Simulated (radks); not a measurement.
Results of a calculation; reference values are marked as such.
Pd V, 42 electrons, occupied as [Kr] 4d6. Level of theory: Dirac Kohn-Sham, PBE, spin-unpolarised, spherical densities, point nucleus; open shells fill j = l - 1/2 first (a radial shooting solver on a logarithmic mesh with Libxc functionals).

Spin-orbit splittings of the eigenvalues, e(l+1/2) - e(l-1/2), with zeta = 2 splitting/(2l+1) and mean radii in bohr:

shell	occ.	splitting (eV)	zeta (eV)	<r> j=l-1/2	<r> j=l+1/2
2p	6	159.4	106.3	0.1171	0.1221
3p	6	27.80	18.53	0.3711	0.3819
3d	10	5.546	2.219	0.3554	0.3589
4p	6	4.689	3.126	0.9944	1.022
4d	6	0.6250	0.2500	1.245	1.256
